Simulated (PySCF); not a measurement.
C₂H₄BClO₂Si, SMILES OB(O)C#C[SiH2]Cl.

The structure is a stationary point at PBE0-D3(BJ)/def2-SVP. The structure was generated by enumeration, and PubChem lists no compound with its InChIKey, so it may never have been made. One conformer was computed; it need not be the lowest.

Calculation: M06-2X/def2-TZVP run with PySCF.

Symmetry labels are those of the subgroup Cs that the program uses (full group Cs).

Question: List the valence orbital energies around the gap with their symmetry. (The exact figures need the calculation; the answer reports its results.)

Answer: 
```json
[
 {"orbital": "HOMO−7", "symmetry": "A'", "energy (eV)": "-12.61"},
 {"orbital": "HOMO−6", "symmetry": "A\"", "energy (eV)": "-12.56"},
 {"orbital": "HOMO−5", "symmetry": "A'", "energy (eV)": "-11.93"},
 {"orbital": "HOMO−4", "symmetry": "A\"", "energy (eV)": "-11.41"},
 {"orbital": "HOMO−3", "symmetry": "A'", "energy (eV)": "-10.82"},
 {"orbital": "HOMO−2", "symmetry": "A\"", "energy (eV)": "-10.62"},
 {"orbital": "HOMO−1", "symmetry": "A'", "energy (eV)": "-9.92"},
 {"orbital": "HOMO", "symmetry": "A\"", "energy (eV)": "-9.88"},
 {"orbital": "LUMO", "symmetry": "A\"", "energy (eV)": "-0.47"},
 {"orbital": "LUMO+1", "symmetry": "A'", "energy (eV)": "-0.24"},
 {"orbital": "LUMO+2", "symmetry": "A'", "energy (eV)": "0.94"},
 {"orbital": "LUMO+3", "symmetry": "A'", "energy (eV)": "1.59"}
]
```
